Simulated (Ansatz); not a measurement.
System: C$_{4}$H$_{6}$O$_{2}$ (charge 0, singlet). 
Coordinates optimised at B3LYP-D3(BJ)/def2-TZVP (Ansatz, a program for electronic structure):
```xyz
12

C      1.9685    -0.1029     0.0115
C      0.5451    -0.4654    -0.2945
O      0.2137    -1.4189    -0.9577
C     -0.5451     0.4654     0.2945
O     -0.2137     1.4189     0.9577
C     -1.9685     0.1029    -0.0115
H      2.1819     0.9052    -0.3491
H      2.6377    -0.8235    -0.4516
H      2.1221    -0.0765     1.0921
H     -2.1221     0.0765    -1.0921
H     -2.1819    -0.9052     0.3491
H     -2.6377     0.8235     0.4516
```
Charge 0, spin multiplicity 1.

Basis-set convergence of Hartree-Fock and MP2 correlation energies (hartree) with Ansatz. Valence correlation only, unless marked. No spin-orbit coupling. Non-relativistic.

```
basis    functions       E(HF)  E(corr, MP2)
-------  ---------  ----------  ------------
cc-pVDZ        114  -304.71386      -0.89855
cc-pVTZ        264         ___           ___
```

Problem. Complete the blanks.

Solution. 
- cc-pVTZ, E(HF): -304.79947
- cc-pVTZ, E(corr, MP2): -1.11423
